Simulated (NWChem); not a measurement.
System: CdNH$_{3}$S; SMILES [NH2][Cd][SH]

Input file for NWChem:

```
start job
memory heap 200 mb stack 900 mb global 1100 mb
geometry units angstroms noautosym nocenter noautoz
  Cd     0.477525    -0.110967    -0.076134
  N      0.891654    -2.070347     0.042149
  H      0.239724    -2.668859    -0.462322
  H      0.945771    -2.431844     0.992961
  S      0.189689     2.198491    -0.312303
  H     -1.026102     2.189485     0.278826
end
basis spherical
  Cd library sto-3g
  N library sto-3g
  H library sto-3g
  S library sto-3g
end
dft
  xc b3lyp
  iterations 150
end
property
  response 1 0.0773
end
task dft property
```

Output (shortened):

```
             Northwest Computational Chemistry Package (NWChem) 7.3.0
             --------------------------------------------------------

                             Geometry "geometry" -> ""
                             -------------------------

 Output coordinates in angstroms (scale by  1.889725989 to convert to a.u.)

  No.       Tag          Charge          X              Y              Z
 ---- ---------------- ---------- -------------- -------------- --------------
    1 Cd                  48.0000     0.47752500    -0.11096700    -0.07613400
    2 N                    7.0000     0.89165400    -2.07034700     0.04214900
    3 H                    1.0000     0.23972400    -2.66885900    -0.46232200
    4 H                    1.0000     0.94577100    -2.43184400     0.99296100
    5 S                   16.0000     0.18968900     2.19849100    -0.31230300
    6 H                    1.0000    -1.02610200     2.18948500     0.27882600

 Effective nuclear repulsion energy (a.u.)     323.0738866581

                              NWChem Property Module
                              ----------------------

                                 NWChem DFT Module
                                 -----------------

 Summary of "ao basis" -> "ao basis" (spherical)
 ------------------------------------------------------------------------------
       Tag                 Description            Shells   Functions and Types
 ---------------- ------------------------------  ------  ---------------------
 Cd                          sto-3g                 11       27   5s4p2d
 N                           sto-3g                  3        5   2s1p
 H                           sto-3g                  1        1   1s
 S                           sto-3g                  5        9   3s2p

            General Information
            -------------------
          SCF calculation type: DFT
          Wavefunction type:  closed shell.
          No. of atoms     :     6
          No. of electrons :    74
           Alpha electrons :    37
            Beta electrons :    37
          Charge           :     0
          Spin multiplicity:     1
          Use of symmetry is: off; symmetry adaption is: off
          Maximum number of iterations: 150
          AO basis - number of functions:    44
                     number of shells:    22
          Convergence on energy requested:  1.00D-06
          Convergence on density requested:  1.00D-05
          Convergence on gradient requested:  5.00D-04

              XC Information
              --------------
                         B3LYP Method XC Potential
                     Hartree-Fock (Exact) Exchange  0.200
                        Slater Exchange Functional  0.800 local
                    Becke 1988 Exchange Functional  0.720 non-local
              Lee-Yang-Parr Correlation Functional  0.810
                  VWN I RPA Correlation Functional  0.190 local

             Grid Information
             ----------------
          Grid used for XC integration:  medium
          Radial quadrature: Mura-Knowles
          Angular quadrature: Lebedev.
          Tag              B.-S. Rad. Rad. Pts. Rad. Cut. Ang. Pts.
          ---              ---------- --------- --------- ---------
          Cd                  1.55      123           8.0       590
          N                   0.65       49          11.0       434
          H                   0.35       45          12.0       434
          S                   1.00       88          11.0       590
          Grid pruning is: on
          Number of quadrature shells:   395
          Spatial weights used:  Erf1

      Superposition of Atomic Density Guess
      -------------------------------------

 Sum of atomic energies:       -5859.65934536

      Non-variational initial energy
      ------------------------------

 Total energy =   -5859.678779
 1-e energy   =   -8770.360844
 2-e energy   =    2587.608178
 HOMO         =      -0.120595
 LUMO         =       0.206828

   convergence    iter        energy       DeltaE   RMS-Dens  Diis-err
 ---------------- ----- ----------------- --------- --------- ---------
 d= 0,ls=0.0,diis     1  -5863.0958959323 -6.19D+03  3.89D-02  4.40D-01
 d= 0,ls=0.0,diis     2  -5863.0822557867  1.36D-02  2.19D-02  5.64D-01
 d= 0,ls=0.0,diis     3  -5863.1771060190 -9.49D-02  5.46D-03  3.08D-02
 d= 0,ls=0.0,diis     4  -5863.1825082994 -5.40D-03  1.69D-03  1.65D-03
 d= 0,ls=0.0,diis     5  -5863.1828507027 -3.42D-04  5.45D-04  2.05D-04
  Resetting Diis
 d= 0,ls=0.0,diis     6  -5863.1828996386 -4.89D-05  7.45D-05  2.64D-06
 d= 0,ls=0.0,diis     7  -5863.1829004177 -7.79D-07  1.23D-05  2.97D-08
 d= 0,ls=0.0,diis     8  -5863.1829004205 -2.88D-09  5.96D-06  2.80D-08

         Total DFT energy =    -5863.182900420548
      One electron energy =    -8760.411517946726
           Coulomb energy =     2759.334331250407
    Exchange-Corr. energy =     -185.179600382294
 Nuclear repulsion energy =      323.073886658065

 Numeric. integr. density =       74.000000340978

                       DFT Final Molecular Orbital Analysis
                       ------------------------------------

 Vector   35  Occ=2.000000D+00  E=-1.609934D-01
              MO Center=  4.8D-01, -9.6D-02, -7.9D-02, r^2= 1.6D+00
   Bfn.  Coefficient  Atom+Function         Bfn.  Coefficient  Atom+Function
  ----- ------------  ---------------      ----- ------------  ---------------
    14      0.674969  1 Cd s                 27      0.465633  1 Cd d  2
    23      0.442613  1 Cd d -2              25      0.349419  1 Cd d  0
    10     -0.221138  1 Cd s                 40     -0.189839  5 S  s
    22     -0.132900  1 Cd d  2              18     -0.126264  1 Cd d -2
    42     -0.112732  5 S  py                31      0.110013  2 N  py

 Vector   36  Occ=2.000000D+00  E=-9.830029D-02
              MO Center=  2.3D-01,  1.9D+00, -2.8D-01, r^2= 1.6D+00
   Bfn.  Coefficient  Atom+Function         Bfn.  Coefficient  Atom+Function
  ----- ------------  ---------------      ----- ------------  ---------------
    43      0.848634  5 S  pz                41      0.411638  5 S  px
    39     -0.266508  5 S  pz                24     -0.253073  1 Cd d -1
    17      0.175976  1 Cd pz                42      0.138190  5 S  py
    37     -0.129273  5 S  px                23     -0.119673  1 Cd d -2
    15      0.085160  1 Cd px                13     -0.075278  1 Cd pz

 Vector   37  Occ=2.000000D+00  E=-9.423383D-02
              MO Center=  8.4D-01, -1.6D+00, -6.2D-03, r^2= 1.9D+00
   Bfn.  Coefficient  Atom+Function         Bfn.  Coefficient  Atom+Function
  ----- ------------  ---------------      ----- ------------  ---------------
    30      0.729463  2 N  px                32     -0.318925  2 N  pz
    29      0.310605  2 N  s                 23      0.248389  1 Cd d -2
    31     -0.214934  2 N  py                14     -0.173816  1 Cd s
    15      0.169517  1 Cd px                42     -0.167500  5 S  py
    24     -0.147893  1 Cd d -1              27     -0.142405  1 Cd d  2

 Vector   38  Occ=0.000000D+00  E= 1.613126D-01
              MO Center=  5.1D-02, -1.2D-01,  1.3D-01, r^2= 2.7D+00
   Bfn.  Coefficient  Atom+Function         Bfn.  Coefficient  Atom+Function
  ----- ------------  ---------------      ----- ------------  ---------------
    15      0.681220  1 Cd px                14     -0.536944  1 Cd s
    42     -0.415494  5 S  py                17     -0.333044  1 Cd pz
    30     -0.320003  2 N  px                31      0.272159  2 N  py
    11     -0.259946  1 Cd px                27      0.253557  1 Cd d  2
    29      0.173273  2 N  s                 44      0.157374  6 H  s

 Vector   39  Occ=0.000000D+00  E= 1.654421D-01
              MO Center=  4.6D-01, -1.3D-02, -8.4D-02, r^2= 2.5D+00
   Bfn.  Coefficient  Atom+Function         Bfn.  Coefficient  Atom+Function
  ----- ------------  ---------------      ----- ------------  ---------------
    17      0.913048  1 Cd pz                15      0.439451  1 Cd px
    13     -0.345139  1 Cd pz                43     -0.275976  5 S  pz
    11     -0.166112  1 Cd px                16      0.148191  1 Cd py
     9      0.146298  1 Cd pz                41     -0.133971  5 S  px
    33      0.122066  3 H  s                 34     -0.122188  4 H  s

 Vector   40  Occ=0.000000D+00  E= 1.794285D-01
              MO Center=  9.1D-01,  5.3D-02, -3.1D-01, r^2= 2.6D+00
   Bfn.  Coefficient  Atom+Function         Bfn.  Coefficient  Atom+Function
  ----- ------------  ---------------      ----- ------------  ---------------
    14      0.663258  1 Cd s                 15      0.583727  1 Cd px
    42      0.469236  5 S  py                29     -0.458910  2 N  s
    17     -0.301266  1 Cd pz                40     -0.295148  5 S  s
    27     -0.281959  1 Cd d  2              31     -0.250950  2 N  py
    11     -0.217475  1 Cd px                25     -0.175206  1 Cd d  0

     Multipole analysis of the density
     ---------------------------------

     L   x y z        total         alpha         beta         nuclear
     -   - - -        -----         -----         ----         -------
     0   0 0 0     -0.000000    -37.000000    -37.000000     74.000000

[...]

 DFT Linear Response polarizability / au
 Frequency  =       0.0773000 / au
 Wavelength =     589.4353558 / nm
              X              Y              Z
 -----------------------------------------------
 X      23.4637416     -7.1236867     -0.5488676
 Y      -7.1236776     52.2135465     -1.7970763
 Z      -0.5488691     -1.7970719     20.4987221
 -----------------------------------------------
 Eigenvalues =      22.2748223     53.9607971     19.9403908
 Isotropic   =      32.0586701
 Anisotropic =      32.9153355
 -----------------------------------------------

 Magnetic Dipole Response Matrix (nonzero elements):
```

Level: B3LYP/STO-3G, non-relativistic. STO-3G and 3-21G are far too small for this property and stand as cheap habits. Structure relaxed at the PBE0/def2-SVP (def2 core potentials past Kr) level.
